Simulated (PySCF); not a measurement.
HCl₃Si, charge -1, doublet, at a GFN2-xTB geometry (a state made from the parent by changing its charge; the spin is typed, not shown lowest); CCSD(T)/3-21G (PySCF).

Here is a job for PySCF.
```python
from pyscf import gto, scf, cc

mol = gto.M(
    atom='''
Si    0.24470920    0.27168732    0.12676686
Cl   -1.09335905   -1.23658447   -0.34820121
Cl   -1.27515476    1.96775416    0.22818236
Cl    2.14529555   -0.97049972   -0.07733403
H     0.36878146    0.26498816    1.58026276
''',
    basis='3-21g',
    charge=-1,
    spin=1,
    verbose=4,
)

mf = scf.UHF(mol)
mf.kernel()

mycc = cc.CCSD(mf, frozen=21)
mycc.kernel()
et = mycc.ccsd_t()
print('E(CCSD(T)) = %.10f' % (mycc.e_tot + et))
mf.analyze()
```

It wrote (shortened):

```
PySCF version 2.14.0

[INPUT] verbose = 4
[INPUT] num. atoms = 5
[INPUT] num. electrons = 67
[INPUT] charge = -1
[INPUT] spin (= nelec alpha-beta = 2S) = 1
[INPUT] symmetry False subgroup None
[INPUT] Mole.unit = angstrom
[INPUT] Symbol           X                Y                Z      unit          X                Y                Z       unit  Magmom
[...]
nuclear repulsion = 313.768319944383
number of shells = 30
number of NR pGTOs = 111
number of NR cGTOs = 54
basis = 3-21g
ecp = {}

******** <class 'pyscf.scf.uhf.UHF'> ********
method = UHF
initial guess = minao
damping factor = 0
level_shift factor = 0
DIIS = <class 'pyscf.scf.diis.CDIIS'>
diis_start_cycle = 1
diis_space = 8
diis_damp = 0
SCF conv_tol = 1e-09
SCF conv_tol_grad = None
SCF max_cycles = 50
direct_scf = True
direct_scf_tol = 1e-13
number electrons alpha = 34  beta = 33
Set gradient conv threshold to 3.16228e-05
init E= -1658.91235576074

cycle= 1 E= -1659.96900602861  delta_E= -1.06  |g|= 0.274  |ddm|= 1.77
cycle= 2 E= -1660.02081218671  delta_E= -0.0518  |g|= 0.102  |ddm|= 0.648
cycle= 3 E= -1660.02758925766  delta_E= -0.00678  |g|= 0.0191  |ddm|= 0.155
cycle= 4 E= -1660.02838673268  delta_E= -0.000797  |g|= 0.00601  |ddm|= 0.0825
cycle= 5 E= -1660.02848563061  delta_E= -9.89e-05  |g|= 0.00287  |ddm|= 0.0297
cycle= 6 E= -1660.02851091368  delta_E= -2.53e-05  |g|= 0.0012  |ddm|= 0.0159
cycle= 7 E= -1660.02851528675  delta_E= -4.37e-06  |g|= 0.000351  |ddm|= 0.00786
cycle= 8 E= -1660.02851556792  delta_E= -2.81e-07  |g|= 0.000111  |ddm|= 0.00193
cycle= 9 E= -1660.028515595  delta_E= -2.71e-08  |g|= 4.04e-05  |ddm|= 0.000482
cycle= 10 E= -1660.02851559943  delta_E= -4.43e-09  |g|= 1.19e-05  |ddm|= 0.000215
cycle= 11 E= -1660.0285155998  delta_E= -3.75e-10  |g|= 4.28e-06  |ddm|= 6.34e-05
Extra cycle  E= -1660.02851559984  delta_E= -3.73e-11  |g|= 2.49e-06  |ddm|= 1.42e-05
converged SCF energy = -1660.02851559984  <S^2> = 0.75608601  2S+1 = 2.0060768

******** <class 'pyscf.cc.uccsd.UCCSD'> ********
CC2 = 0
CCSD nocc = (np.int64(13), np.int64(12)), nmo = (33, 33)
frozen orbitals 21
max_cycle = 50
direct = 0
conv_tol = 1e-07
conv_tol_normt = 1e-06
diis_space = 6
diis_start_cycle = 0
diis_start_energy_diff = 1e+09
Init t2, MP2 energy = -0.157563943684552
Init E_corr(UCCSD) = -0.157563943692408
cycle = 1  E_corr(UCCSD) = -0.174020334585207  dE = -0.0164563909  norm(t1,t2) = 0.065107
cycle = 2  E_corr(UCCSD) = -0.179141383956358  dE = -0.00512104937  norm(t1,t2) = 0.0208362
cycle = 3  E_corr(UCCSD) = -0.181370467128703  dE = -0.00222908317  norm(t1,t2) = 0.0101551
cycle = 4  E_corr(UCCSD) = -0.181603874332537  dE = -0.000233407204  norm(t1,t2) = 0.00255273
cycle = 5  E_corr(UCCSD) = -0.181514264937761  dE = 8.96093948e-05  norm(t1,t2) = 0.00129682
cycle = 6  E_corr(UCCSD) = -0.181522926764155  dE = -8.66182639e-06  norm(t1,t2) = 0.000318364
cycle = 7  E_corr(UCCSD) = -0.181524723931778  dE = -1.79716762e-06  norm(t1,t2) = 0.000103807
cycle = 8  E_corr(UCCSD) = -0.181524888964771  dE = -1.65032993e-07  norm(t1,t2) = 3.80423e-05
cycle = 9  E_corr(UCCSD) = -0.181524752838671  dE = 1.361261e-07  norm(t1,t2) = 1.60699e-05
cycle = 10  E_corr(UCCSD) = -0.181524558375547  dE = 1.94463125e-07  norm(t1,t2) = 5.07002e-06
cycle = 11  E_corr(UCCSD) = -0.181524493605009  dE = 6.47705377e-08  norm(t1,t2) = 1.81487e-06
cycle = 12  E_corr(UCCSD) = -0.181524456296293  dE = 3.73087163e-08  norm(t1,t2) = 7.75377e-07
UCCSD converged
E(UCCSD) = -1660.210040056138  E_corr = -0.1815244562962929
UCCSD(T) correction = -0.00290149938870301
E(CCSD(T)) = -1660.2129415555
**** SCF Summaries ****
Total Energy =                       -1660.028515599842194
Nuclear Repulsion Energy =             313.768319944382597
One-electron Energy =                -2936.944070689857199
Two-electron Energy =                  963.147235145632408
Two-electron Coulomb Energy =         1066.785905338116891
DFT Exchange-Correlation Energy =     -103.638670192484483
**** MO energy ****
                             alpha | beta                alpha | beta
[...]
To work with the spin densities directly, `use mulliken_meta_spin()` only printing them here.

 ** Mulliken spin pop alpha/beta on meta-lowdin orthogonal AOs **
 ** Mulliken Spin Density (per AO)  **
spin_pop of  0 Si 1s        0.00000
spin_pop of  0 Si 2s        0.00003
spin_pop of  0 Si 3s        0.28514
spin_pop of  0 Si 4s        0.00296
spin_pop of  0 Si 2px      -0.00001
spin_pop of  0 Si 2py      -0.00001
spin_pop of  0 Si 2pz      -0.00000
spin_pop of  0 Si 3px       0.05537
spin_pop of  0 Si 3py       0.11754
spin_pop of  0 Si 3pz       0.26350
spin_pop of  0 Si 4px       0.00039
spin_pop of  0 Si 4py       0.00037
spin_pop of  0 Si 4pz       0.00048
spin_pop of  1 Cl 1s        0.00000
spin_pop of  1 Cl 2s        0.00000
spin_pop of  1 Cl 3s        0.00069
spin_pop of  1 Cl 4s        0.00027
spin_pop of  1 Cl 2px       0.00000
spin_pop of  1 Cl 2py       0.00000
spin_pop of  1 Cl 2pz       0.00000
spin_pop of  1 Cl 3px       0.00179
spin_pop of  1 Cl 3py       0.00630
spin_pop of  1 Cl 3pz       0.00851
spin_pop of  1 Cl 4px      -0.00003
spin_pop of  1 Cl 4py       0.00008
spin_pop of  1 Cl 4pz       0.00090
spin_pop of  2 Cl 1s        0.00000
spin_pop of  2 Cl 2s        0.00001
spin_pop of  2 Cl 3s        0.00805
spin_pop of  2 Cl 4s        0.00070
spin_pop of  2 Cl 2px       0.00000
spin_pop of  2 Cl 2py       0.00000
spin_pop of  2 Cl 2pz       0.00000
spin_pop of  2 Cl 3px       0.08198
spin_pop of  2 Cl 3py       0.02405
spin_pop of  2 Cl 3pz       0.01631
spin_pop of  2 Cl 4px       0.00071
spin_pop of  2 Cl 4py       0.00012
spin_pop of  2 Cl 4pz      -0.00001
spin_pop of  3 Cl 1s        0.00000
spin_pop of  3 Cl 2s        0.00001
spin_pop of  3 Cl 3s        0.00805
spin_pop of  3 Cl 4s        0.00070
spin_pop of  3 Cl 2px       0.00000
spin_pop of  3 Cl 2py       0.00000
spin_pop of  3 Cl 2pz       0.00000
spin_pop of  3 Cl 3px       0.04392
spin_pop of  3 Cl 3py       0.07183
spin_pop of  3 Cl 3pz       0.00659
spin_pop of  3 Cl 4px       0.00041
spin_pop of  3 Cl 4py       0.00055
spin_pop of  3 Cl 4pz      -0.00014
spin_pop of  4 H 1s       -0.00811
spin_pop of  4 H 2s        0.00001
 ** Mulliken Spin Density (per atom)  **
spin density of  0 Si =      0.72574
spin density of  1 Cl =      0.01852
spin density of  2 Cl =      0.13192
spin density of  3 Cl =      0.13192
spin density of  4 H =     -0.00810
 ** Mulliken pop alpha/beta on meta-lowdin orthogonal AOs **
 ** Mulliken pop       alpha | beta **
In total            34.00000 | 33.00000
 ** Mulliken atomic charges   ( Nelec_alpha | Nelec_beta ) **
charge of  0Si =      0.59843  (     7.06366      6.33792 )
charge of  1Cl =     -0.37940  (     8.69896      8.68044 )
charge of  2Cl =     -0.54566  (     8.83879      8.70687 )
charge of  3Cl =     -0.54566  (     8.83879      8.70687 )
charge of  4H =     -0.12769  (     0.55980      0.56790 )

WARN: System has nonzero charge -1; the dipole moment is origin-dependent.
Location of origin: [0. 0. 0.]

Dipole moment(X, Y, Z, Debye):  0.04618,  0.03452,  0.18498
```
